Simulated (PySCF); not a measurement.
C3H7ClO2S.
Numbering: `[CH3:1][CH:2]([CH3:3])[S:4](=[O:5])(=[O:6])[Cl:7]` (hydrogens: H8, H9, H10 on C1; H11 on C2; H12, H13, H14 on C3)

Computed with core-valence-separated Tamm–Dancoff BHandHLYP/aug-pcX-1 (pcseg-1 on H, def2-SVPD on Cl, def2-SVPD on S) in PySCF, non-relativistic, gas phase, PBE0-D3(BJ)/def2-SVP geometry. No empirical shift is added; at this level the pattern usually sits a few eV under experiment.

(1) What does the O 1s absorption edge look like?

(2) Give energies, oscillator strengths and core holes at the C K edge.

Results:

(1) 
```
E (eV)       f  core hole on          main final orbital
530.58  0.0563         O5/O6    LUMO (2 roots, f summed)
532.72  0.0648         O5/O6  LUMO+4 (2 roots, f summed)
534.14  0.0550         O5/O6  spread (2 roots, f summed)
534.63  0.0100         O5/O6  LUMO+1 (2 roots, f summed)
535.16  0.0089         O5/O6  LUMO+3 (2 roots, f summed)
```

The first line with a tenth or more of the strongest one's intensity is at 530.58 eV (f = 0.056, sum of 2), with the hole on O5/O6 (sulfonyl oxygen). The strongest listed is at 532.72 eV (f = 0.065, sum of 2; O5/O6).

(2) 
| E (eV) | f | core hole on | main final orbital |
| --- | --- | --- | --- |
| 284.97 | 0.0463 | C2 | LUMO (66 %) |
| 285.22 | 0.0002 | C1/C3 | LUMO (2 roots, f summed) |
| 285.87 | 0.0253 | C1/C3 | LUMO+1 (2 roots, f summed) |
| 286.60 | 0.0501 | C1/C3 | spread (2 roots, f summed) |
| 286.79 | 0.0525 | C1/C3 | LUMO+3 (2 roots, f summed) |
| 287.02 | 0.0279 | C2 | spread |
| 287.14 | 0.0226 | C1/C3 | LUMO+2 (2 roots, f summed) |
| 287.73 | 0.0174 | C2 | spread |
| 287.73 | 0.0151 | C1/C3 | spread (2 roots, f summed) |

The first line with a tenth or more of the strongest one's intensity is at 284.97 eV (f = 0.046), with the hole on C2 (sp3 carbon bound to sulfur). The strongest listed is at 286.79 eV (f = 0.052, sum of 2; C1/C3).

Roots within 0.03 eV whose holes lie on the same, on equivalent or on shared atoms are summed into one line, and the highest roots are left out, as the search may have cut off their partners. Final orbitals are the ground state's empty Kohn–Sham orbitals.

Q: What is the summed oscillator strength of the listed O K lines, and their intensity-weighted mean energy?

A: Σf = 0.195 over 5 lines from 530.58 to 535.16 eV; the weighted mean is 532.71 eV. The strongest line holds 33 % of the sum.

The list ends where the root search ended, not at a threshold.

The values belong to the conformer `[CH3:1][CH:2]([CH3:3])[S:4](=[O:5])(=[O:6])[Cl:7]`: C1–C2–S4–O5 177°.
